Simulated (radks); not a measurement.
The numbers below are computed, except where a source is named.
How relativity changes the ionisation of neutral rubidium ([Kr] 5s1) to Rb+ ([Kr]). Spin-unpolarised spherical Kohn-Sham, BLYP, point nucleus unless stated (finite: rms radius 4.2036 fm), a radial shooting solver on a logarithmic mesh with Libxc functionals. A level marked "c x" has the speed of light scaled by that factor.

level                        E(Rb) (hartree)  E(Rb+) (hartree)  IE (eV)   HOMO  <r> HOMO (bohr)
non-rel.                         -2940.17029       -2940.01892    4.119     5s            5.247
scalar-rel.                      -2981.66247       -2981.50836    4.194     5s            5.165
scalar-rel., finite nucleus      -2981.63502       -2981.48091    4.193     5s            5.165
Dirac                            -2981.91906       -2981.76496    4.193  5s1/2            5.166
Dirac, finite nucleus            -2981.89158       -2981.73748    4.193  5s1/2            5.166
Dirac, c x 0.85                  -2998.79040       -2998.63517    4.224  5s1/2            5.133
Dirac, c x 2                     -2950.32807       -2950.17604    4.137  5s1/2            5.227
Dirac, c x 100                   -2940.17432       -2940.02295    4.119  5s1/2            5.247

NIST Atomic Spectra Database: 4.177 eV (measured). The relativistic part of the total energy of Rb is -41.72 hartree (Dirac, finite nucleus), 1.4 % of the non-relativistic value. Spin polarisation and multiplet splitting of open shells are left out at every level.

Beside tabulated values, note that relativity, absent from the non-relativistic runs, is large for the heavy elements, and spin-unpolarised runs miss the spin-polarisation part of the exchange energy of open shells.
